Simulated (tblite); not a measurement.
Record of a relaxation.

Compound: C5H11BrSeSi.
Numbering: `[Br:1][SiH2:2][Se:3][CH2:4][CH:5]1[CH2:6][CH2:7][CH2:8]1` (hydrogens: H9, H10 on Si2; H11, H12 on C4; H13 on C5; H14, H15 on C6; H16, H17 on C7; H18, H19 on C8)

Computed with GFN2-xTB (tblite), gas phase: L-BFGS steps from a force-field or distance-geometry start until the largest atomic force falls under 0.01 eV/Å. 9 of its 92 geometries are shown.

Step 0: E = -689.9777 eV, largest atomic force 1.091 eV/Å
```
atom  x, y, z in Å  |  force x, y, z in eV/Å
Br1     3.360    2.344    1.080    0.099  -0.455  -0.223
Si2     3.643    0.180    0.535    0.506  -0.291   0.536
Se3     1.850   -1.044    1.239    0.339   0.239  -0.122
C4      0.674   -0.186   -0.090   -0.709  -0.483  -0.347
C5     -0.749   -0.754    0.047    0.716   0.032  -0.366
C6     -1.757   -0.056   -0.878    0.039   0.174  -0.735
C7     -2.514    0.448    0.341   -0.751   0.449   0.434
C8     -1.508   -0.240    1.265   -0.438  -0.355   0.811
H9      4.862   -0.331    1.214   -0.514   0.340  -0.156
H10     3.799    0.042   -0.907   -0.096   0.241  -0.005
H11     1.062   -0.416   -1.099   -0.036   0.102   0.351
H12     0.675    0.904    0.073   -0.036  -0.373   0.000
H13    -0.793   -1.859   -0.051    0.412   0.545   0.033
H14    -2.343   -0.777   -1.480    0.440   0.655  -0.021
H15    -1.326    0.786   -1.474   -0.367  -0.939   0.122
H16    -2.488    1.554    0.452   -0.462  -0.750  -0.110
H17    -3.534    0.013    0.423    0.542   0.718  -0.003
H18    -1.976   -1.078    1.843    0.610   0.902  -0.075
H19    -0.948    0.481    1.894   -0.295  -0.752  -0.125
```

Step 11: E = -690.2282 eV, largest atomic force 0.081 eV/Å
```
atom  x, y, z in Å  |  force x, y, z in eV/Å
Br1     3.388    2.294    1.031    0.036  -0.058  -0.043
Si2     3.681    0.140    0.551   -0.043   0.039  -0.038
Se3     1.875   -1.047    1.226    0.031   0.032  -0.066
C4      0.650   -0.205   -0.099    0.046  -0.029   0.043
C5     -0.750   -0.749    0.039   -0.014   0.010   0.010
C6     -1.771   -0.051   -0.883   -0.003  -0.010   0.029
C7     -2.535    0.456    0.351    0.010  -0.011  -0.015
C8     -1.526   -0.248    1.272    0.020  -0.012  -0.040
H9      4.863   -0.299    1.261    0.012   0.006   0.042
H10     3.784    0.111   -0.906    0.024   0.023   0.071
H11     1.061   -0.427   -1.087   -0.016   0.008  -0.009
H12     0.669    0.874    0.078   -0.001  -0.032   0.002
H13    -0.731   -1.838   -0.062   -0.025   0.031   0.000
H14    -2.329   -0.733   -1.521   -0.023   0.003   0.014
H15    -1.340    0.732   -1.504   -0.010   0.006   0.014
H16    -2.557    1.538    0.451    0.016   0.021   0.004
H17    -3.552    0.081    0.431   -0.022  -0.025   0.004
H18    -1.943   -1.040    1.888   -0.026  -0.004  -0.002
H19    -0.949    0.420    1.911   -0.010   0.002  -0.020
```

Step 23: E = -690.2341 eV, largest atomic force 0.044 eV/Å
```
atom  x, y, z in Å  |  force x, y, z in eV/Å
Br1     3.425    2.311    0.993   -0.017  -0.019   0.003
Si2     3.700    0.149    0.554    0.024  -0.026   0.025
Se3     1.897   -1.069    1.185    0.016   0.014  -0.014
C4      0.647   -0.221   -0.105   -0.009   0.024  -0.010
C5     -0.758   -0.752    0.039    0.014   0.000   0.008
C6     -1.780   -0.050   -0.879   -0.001  -0.003  -0.019
C7     -2.541    0.456    0.355   -0.023   0.011   0.006
C8     -1.531   -0.251    1.271   -0.024   0.008   0.027
H9      4.855   -0.287    1.316   -0.037   0.021  -0.013
H10     3.847    0.125   -0.895    0.031  -0.015   0.001
H11     1.041   -0.423   -1.105   -0.014  -0.009   0.007
H12     0.673    0.854    0.089   -0.006   0.031  -0.014
H13    -0.754   -1.840   -0.065    0.005  -0.010  -0.003
H14    -2.344   -0.728   -1.514   -0.013  -0.010  -0.010
H15    -1.355    0.736   -1.502    0.017   0.001   0.009
H16    -2.561    1.538    0.457    0.006   0.002   0.002
H17    -3.559    0.081    0.435   -0.004  -0.005   0.008
H18    -1.955   -1.040    1.888    0.009  -0.014  -0.005
H19    -0.958    0.419    1.911    0.025  -0.002  -0.007
```

Step 34: E = -690.2382 eV, largest atomic force 0.037 eV/Å
```
atom  x, y, z in Å  |  force x, y, z in eV/Å
Br1     3.413    2.306    0.965   -0.022  -0.012  -0.023
Si2     3.727    0.145    0.551   -0.009  -0.008  -0.001
Se3     1.905   -1.071    1.137    0.027   0.006  -0.004
C4      0.635   -0.212   -0.124   -0.027   0.014  -0.019
C5     -0.766   -0.752    0.039   -0.028  -0.007   0.002
C6     -1.792   -0.049   -0.873   -0.012  -0.005  -0.001
C7     -2.550    0.454    0.366    0.016   0.006  -0.012
C8     -1.534   -0.255    1.276    0.001   0.016  -0.004
H9      4.838   -0.267    1.384    0.000  -0.007   0.008
H10     3.973    0.101   -0.885   -0.010  -0.003   0.035
H11     1.004   -0.413   -1.133    0.030   0.002  -0.006
H12     0.658    0.863    0.069    0.020   0.011   0.011
H13    -0.756   -1.840   -0.063   -0.002  -0.012  -0.015
H14    -2.360   -0.722   -1.510   -0.001  -0.015  -0.006
H15    -1.361    0.737   -1.490   -0.023   0.008  -0.003
H16    -2.565    1.537    0.466   -0.002   0.005   0.019
H17    -3.568    0.082    0.451    0.025  -0.004   0.000
H18    -1.956   -1.046    1.891    0.018  -0.002   0.000
H19    -0.954    0.412    1.912   -0.001   0.007   0.019
```

Step 46: E = -690.2424 eV, largest atomic force 0.052 eV/Å
```
atom  x, y, z in Å  |  force x, y, z in eV/Å
Br1     3.343    2.293    0.882    0.013  -0.026   0.003
Si2     3.748    0.129    0.573   -0.034   0.023  -0.023
Se3     1.908   -1.091    1.083   -0.001  -0.011   0.017
C4      0.633   -0.197   -0.153   -0.003   0.003  -0.004
C5     -0.767   -0.738    0.024   -0.006  -0.013  -0.040
C6     -1.814   -0.043   -0.870   -0.025   0.012   0.012
C7     -2.553    0.453    0.383    0.013   0.006   0.028
C8     -1.521   -0.253    1.276    0.041  -0.025  -0.020
H9      4.811   -0.251    1.481   -0.017   0.029   0.016
H10     4.096    0.057   -0.840   -0.007  -0.018   0.002
H11     0.997   -0.384   -1.166   -0.011  -0.003  -0.008
H12     0.664    0.875    0.056    0.017   0.004   0.019
H13    -0.759   -1.825   -0.086    0.019  -0.021  -0.001
H14    -2.389   -0.726   -1.492    0.008  -0.002   0.000
H15    -1.409    0.746   -1.501    0.002   0.001   0.017
H16    -2.570    1.534    0.492   -0.008   0.023  -0.005
H17    -3.567    0.075    0.487    0.005   0.000  -0.011
H18    -1.925   -1.056    1.888    0.002   0.007   0.007
H19    -0.937    0.410    1.912   -0.008   0.009  -0.008
```

Step 57: E = -690.2453 eV, largest atomic force 0.039 eV/Å
```
atom  x, y, z in Å  |  force x, y, z in eV/Å
Br1     3.297    2.281    0.818   -0.004   0.004  -0.014
Si2     3.741    0.117    0.582    0.021  -0.003   0.033
Se3     1.901   -1.118    1.044   -0.002   0.000  -0.003
C4      0.634   -0.190   -0.175    0.010  -0.001  -0.002
C5     -0.766   -0.731    0.005    0.015  -0.010  -0.008
C6     -1.831   -0.036   -0.867    0.002   0.013  -0.003
C7     -2.550    0.451    0.401   -0.003   0.010   0.019
C8     -1.499   -0.255    1.271   -0.003  -0.013   0.004
H9      4.759   -0.202    1.565   -0.017   0.007  -0.010
H10     4.172    0.001   -0.805   -0.012   0.001  -0.004
H11     0.992   -0.360   -1.194   -0.007  -0.002   0.003
H12     0.678    0.876    0.059   -0.013   0.005  -0.010
H13    -0.751   -1.817   -0.114   -0.016  -0.022   0.007
H14    -2.413   -0.720   -1.481    0.008   0.008  -0.006
H15    -1.442    0.759   -1.500    0.014   0.006   0.001
H16    -2.571    1.532    0.515   -0.001   0.011  -0.003
H17    -3.561    0.069    0.517    0.007  -0.004   0.004
H18    -1.891   -1.060    1.889    0.005  -0.002   0.006
H19    -0.909    0.411    1.900   -0.005  -0.008  -0.015
```

Step 68: E = -690.2468 eV, largest atomic force 0.025 eV/Å
```
atom  x, y, z in Å  |  force x, y, z in eV/Å
Br1     3.265    2.284    0.757   -0.003   0.003  -0.002
Si2     3.737    0.118    0.597   -0.005  -0.007   0.002
Se3     1.897   -1.129    1.025   -0.002   0.001   0.006
C4      0.630   -0.198   -0.193    0.002  -0.001   0.003
C5     -0.768   -0.737   -0.006   -0.003  -0.002   0.003
C6     -1.833   -0.024   -0.863    0.004   0.007   0.002
C7     -2.542    0.451    0.414   -0.005   0.003  -0.005
C8     -1.484   -0.262    1.270   -0.014  -0.004  -0.003
H9      4.724   -0.166    1.620   -0.007   0.010  -0.010
H10     4.201   -0.031   -0.775    0.014   0.006  -0.006
H11     0.982   -0.359   -1.215    0.016  -0.018   0.008
H12     0.666    0.868    0.047    0.020   0.004  -0.012
H13    -0.764   -1.823   -0.131   -0.003  -0.004  -0.002
H14    -2.420   -0.693   -1.489    0.001   0.018   0.001
H15    -1.433    0.777   -1.483   -0.009   0.007  -0.007
H16    -2.568    1.531    0.537    0.010   0.004   0.002
H17    -3.551    0.064    0.534    0.000  -0.012   0.006
H18    -1.869   -1.066    1.893   -0.003   0.003   0.013
H19    -0.880    0.403    1.888   -0.013  -0.015  -0.001
```

Step 80: E = -690.2497 eV, largest atomic force 0.036 eV/Å
```
atom  x, y, z in Å  |  force x, y, z in eV/Å
Br1     3.191    2.285    0.624    0.001  -0.005   0.005
Si2     3.721    0.126    0.615   -0.009   0.017  -0.027
Se3     1.891   -1.141    1.025   -0.011   0.003  -0.004
C4      0.632   -0.235   -0.219   -0.001  -0.001  -0.012
C5     -0.777   -0.746   -0.027   -0.003   0.008  -0.004
C6     -1.832    0.017   -0.854    0.000   0.006   0.006
C7     -2.532    0.452    0.443   -0.011   0.005  -0.003
C8     -1.465   -0.282    1.269   -0.002   0.007  -0.010
H9      4.652   -0.070    1.707    0.029   0.003   0.021
H10     4.282   -0.073   -0.716   -0.013  -0.011   0.013
H11     0.989   -0.432   -1.233   -0.004  -0.011  -0.013
H12     0.683    0.837   -0.013    0.004  -0.006   0.002
H13    -0.803   -1.828   -0.178   -0.002   0.008   0.008
H14    -2.432   -0.611   -1.509    0.015  -0.002   0.013
H15    -1.422    0.839   -1.438    0.003  -0.003   0.003
H16    -2.563    1.528    0.600    0.008   0.009   0.001
H17    -3.536    0.054    0.561   -0.011  -0.013  -0.003
H18    -1.845   -1.086    1.897    0.016  -0.002  -0.010
H19    -0.843    0.373    1.877   -0.006  -0.011   0.014
```

Step 91: E = -690.2504 eV, largest atomic force 0.006 eV/Å
```
atom  x, y, z in Å  |  force x, y, z in eV/Å
Br1     3.182    2.290    0.622    0.001   0.003   0.002
Si2     3.713    0.132    0.618    0.006   0.000  -0.001
Se3     1.885   -1.134    1.044    0.001   0.002  -0.003
C4      0.636   -0.245   -0.222    0.001  -0.001  -0.001
C5     -0.776   -0.745   -0.028   -0.001   0.001   0.000
C6     -1.826    0.027   -0.852   -0.005   0.003  -0.001
C7     -2.530    0.454    0.445   -0.003   0.000   0.004
C8     -1.464   -0.285    1.269   -0.002   0.000   0.001
H9      4.659   -0.054    1.701    0.000   0.000  -0.001
H10     4.255   -0.080   -0.718   -0.002  -0.003   0.005
H11     0.994   -0.462   -1.232    0.003  -0.003  -0.002
H12     0.693    0.829   -0.032   -0.001   0.000   0.000
H13    -0.812   -1.826   -0.181    0.004   0.000  -0.001
H14    -2.423   -0.596   -1.514   -0.003  -0.004  -0.001
H15    -1.411    0.852   -1.429    0.002   0.003   0.000
H16    -2.563    1.528    0.608    0.000   0.000   0.000
H17    -3.535    0.052    0.557   -0.001  -0.002   0.002
H18    -1.843   -1.093    1.891   -0.002   0.002   0.001
H19    -0.844    0.366    1.883    0.000  -0.001  -0.003
```

**Question.** Summarise the path.

**Answer.** The energy falls by 6.29 kcal/mol from step 0 to step 91; nine tenths of that is first reached at step 8. It falls at every step. The largest force goes from 1.091 to 0.006 eV/Å. Among the bonds Si2–H9 changes most, from 1.486 to 1.450 Å; the atoms move by 0.250 Å rms after alignment.

The cost below is that of the whole relaxation. On Arm Neoverse N1, one thread, no GPU (shared host), this took 1.6 s of wall time.
